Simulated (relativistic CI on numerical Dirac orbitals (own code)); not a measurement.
# Ir⁴⁺: computed level list

Method of calculation: Dirac-Coulomb-Breit CI, orbitals from a KLI potential per configuration, a model potential for QED, valence Slater integrals scaled by 0.85, P86 correlation energy added to each configuration (own radial code, finite nucleus).

CI space (outside the closed core [Kr] 4d10 4f14): 5s2.5p6.5d5, 5s2.5p6.5d4.6s, 5s2.5p6.5d4.6p, 5s2.5p6.5d4.5f, 5s2.5p6.5d3.6s2, 5s2.5p6.5d4.5g, 5s2.5p6.5d3.6s.6p, 5s2.5p6.5d4.7s, 5s2.5p6.5d4.6d, 5s2.5p5.5d6, 5s2.5p6.5d4.7p, 5s2.5p6.5d4.7d, 5s2.5p6.5d4.6f, 5s2.5p6.5d3.6p2, 5s.5p6.5d6. Levels of other configurations are missing.

| No. | Configuration | Term | J | E (cm⁻¹) | % | Lifetime (s) | jj configuration (%) |
| --- | --- | --- | --- | --- | --- | --- | --- |
| 41 | 5s2.5p6.5d4.6s | 6D | 7/2 | 91097.4 | 89 | 9.11e-04 | 5d3/2^2 5d5/2^2 6s (51) |
| 42 | 5s2.5p6.5d4.6s | 6D | 9/2 | 93665.5 | 79 | 7.89e-04 | 5d3/2^2 5d5/2^2 6s (41) |
| 43 | 5s2.5p6.5d4.6s | 4D | 1/2 | 98089.9 | 46 | 3.66e-04 | 5d3/2^3 5d5/2 6s (43) |
| 44 | 5s2.5p6.5d4.6s | 4D | 3/2 | 103396.4 | 64 | 3.64e-04 | 5d3/2^3 5d5/2 6s (64) |
| 45 | 5s2.5p6.5d4.6s | 4H | 7/2 | 103608.5 | 52 | 7.11e-04 | 5d3/2^3 5d5/2 6s (79) |
| 46 | 5s2.5p6.5d4.6s | 4P | 1/2 | 105758.9 | 49 | 4.44e-04 | 5d3/2^2 5d5/2^2 6s (60) |
| 47 | 5s2.5p6.5d4.6s | 4H | 9/2 | 105790.5 | 50 | 6.70e-04 | 5d3/2^3 5d5/2 6s (48) |
| 48 | 5s2.5p6.5d4.6s | 4D | 5/2 | 106183.7 | 38 | 4.47e-04 | 5d3/2^3 5d5/2 6s (54) |
| 49 | 5s2.5p6.5d4.6s | 4H | 11/2 | 110079.4 | 75 | 6.92e-04 | 5d3/2^2 5d5/2^2 6s (95) |
| 50 | 5s2.5p6.5d4.6s | 4H | 7/2 | 110703.0 | 30 | 4.81e-04 | 5d3/2^2 5d5/2^2 6s (84) |
| 51 | 5s2.5p6.5d4.6s | 4F | 3/2 | 110710.3 | 58 | 5.92e-04 | 5d3/2^2 5d5/2^2 6s (62) |
| 52 | 5s2.5p6.5d4.6s | 4D | 5/2 | 111096.1 | 46 | 3.62e-04 | 5d3/2^2 5d5/2^2 6s (61) |
| 53 | 5s2.5p6.5d4.6s | 4D | 7/2 | 111640.7 | 40 | 3.28e-04 | 5d3/2^3 5d5/2 6s (42) |
| 54 | 5s2.5p6.5d4.6s | 4P | 3/2 | 112208.2 | 44 | 3.85e-04 | 5d3/2^2 5d5/2^2 6s (79) |
| 55 | 5s2.5p6.5d4.6s | 4H | 13/2 | 112545.5 | 81 | 6.17e-04 | 5d3/2^2 5d5/2^2 6s (82) |
| 56 | 5s2.5p6.5d4.6s | 4G | 5/2 | 113522.8 | 30 | 4.65e-04 | 5d3/2^2 5d5/2^2 6s (51) |
| 57 | 5s2.5p6.5d4.6s | 4H | 9/2 | 114448.0 | 38 | 5.02e-04 | 5d3/2^2 5d5/2^2 6s (47) |
| 58 | 5s2.5p6.5d4.6s | 4P | 5/2 | 116699.3 | 39 | 4.67e-04 | 5d3/2^2 5d5/2^2 6s (73) |
| 59 | 5s2.5p6.5d4.6s | 4G | 9/2 | 117505.0 | 58 | 4.71e-04 | 5d3/2^2 5d5/2^2 6s (84) |
| 60 | 5s2.5p6.5d4.6s | 4D | 1/2 | 118063.9 | 50 | 3.46e-04 | 5d3/2^2 5d5/2^2 6s (86) |
| 61 | 5s2.5p6.5d4.6s | 4F | 7/2 | 118921.8 | 47 | 4.67e-04 | 5d3/2^2 5d5/2^2 6s (60) |
| 62 | 5s2.5p6.5d4.6s | 2I | 11/2 | 118980.6 | 35 | 4.39e-04 | 5d3/2^2 5d5/2^2 6s (86) |
| 63 | 5s2.5p6.5d4.6s | 4D | 7/2 | 119779.6 | 65 | 4.16e-04 | 5d3/2^2 5d5/2^2 6s (53) |
| 64 | 5s2.5p6.5d4.6s | 2H | 9/2 | 120745.0 | 52 | 3.22e-04 | 5d3/2^2 5d5/2^2 6s (70) |
| 65 | 5s2.5p6.5d4.6s | 4D | 3/2 | 121782.8 | 60 | 3.95e-04 | 5d3/2^2 5d5/2^2 6s (47) |
| 66 | 5s2.5p6.5d4.6s | 4P | 5/2 | 122938.3 | 34 | 4.44e-04 | 5d3/2 5d5/2^3 6s (48) |
| 67 | 5s2.5p6.5d4.6s | 4G | 11/2 | 124068.3 | 52 | 4.67e-04 | 5d3/2 5d5/2^3 6s (84) |
| 68 | 5s2.5p6.5d4.6s | 2G | 7/2 | 124269.5 | 50 | 2.79e-04 | 5d3/2 5d5/2^3 6s (49) |
| 69 | 5s2.5p6.5d4.6s | 2G | 7/2 | 126729.6 | 52 | 3.69e-04 | 5d3/2 5d5/2^3 6s (62) |
| 70 | 5s2.5p6.5d4.6s | 4D | 1/2 | 127230.5 | 69 | 3.09e-04 | 5d3/2 5d5/2^3 6s (88) |
| 71 | 5s2.5p6.5d4.6s | 2F | 5/2 | 127266.7 | 29 | 3.12e-04 | 5d3/2 5d5/2^3 6s (61) |
| 72 | 5s2.5p6.5d4.6s | 2I | 13/2 | 127473.9 | 81 | 4.35e-04 | 5d3/2 5d5/2^3 6s (82) |
| 73 | 5s2.5p6.5d4.6s | 2D | 3/2 | 128226.7 | 43 | 3.15e-04 | 5d3/2^2 5d5/2^2 6s (61) |
| 74 | 5s2.5p6.5d4.6s | 2F | 5/2 | 128290.0 | 52 | 2.91e-04 | 5d3/2^2 5d5/2^2 6s (69) |
| 75 | 5s2.5p6.5d4.6s | 2G | 9/2 | 130712.5 | 72 | 2.70e-04 | 5d3/2 5d5/2^3 6s (61) |
| 76 | 5s2.5p6.5d4.6s | 2H | 11/2 | 131212.6 | 53 | 3.35e-04 | 5d3/2 5d5/2^3 6s (97) |
| 77 | 5s2.5p6.5d4.6s | 2D | 3/2 | 131989.4 | 56 | 3.40e-04 | 5d3/2 5d5/2^3 6s (42) |
| 78 | 5s2.5p6.5d4.6s | 2G | 9/2 | 134351.6 | 46 | 2.98e-04 | 5d3/2 5d5/2^3 6s (50) |
| 79 | 5s2.5p6.5d4.6s | 4P | 5/2 | 134472.2 | 43 | 3.07e-04 | 5d3/2^2 5d5/2^2 6s (61) |
| 80 | 5s2.5p6.5d4.6s | 2S | 1/2 | 136148.2 | 65 | 2.94e-04 | 5d3/2 5d5/2^3 6s (78) |
| 81 | 5s2.5p6.5d4.6s | 4F | 7/2 | 136781.9 | 35 | 2.81e-04 | 5d3/2 5d5/2^3 6s (51) |
| 82 | 5s2.5p6.5d4.6s | 2F | 7/2 | 137194.0 | 63 | 2.93e-04 | 5d3/2 5d5/2^3 6s (41) |
| 83 | 5s2.5p6.5d4.6s | 4F | 3/2 | 137531.6 | 49 | 2.74e-04 | 5d3/2 5d5/2^3 6s (61) |
| 84 | 5s2.5p6.5d4.6s | 4P | 5/2 | 138696.7 | 32 | 3.05e-04 | 5d3/2 5d5/2^3 6s (46) |
| 85 | 5s2.5p6.5d4.6s | 2F | 5/2 | 140115.4 | 42 | 2.82e-04 | 5d3/2 5d5/2^3 6s (79) |

Energies count from the lowest computed level; lifetimes are radiative, by E1, M1, E2 decay to levels of this space only. Filled j subshells are mostly left out of the jj labels.

The mean weight of the leading LS term, summed over parents, in these 45 levels is 52 %, and that of the leading jj configuration (from the same eigenvectors) 64 %, so jj coupling describes them better and the LS labels are nominal.

At this charge configurations can still be misplaced by up to about 7 % of their energy. Levels and lines within the n = 5 or 6 shells can be off by up to 10 % or somewhat more, and those that change n by about 2 %, since core polarisation is missing.

LS names give the leading component of a level, which can be under half, so a name can repeat, a term be missing and a line seem to break the LS rules.
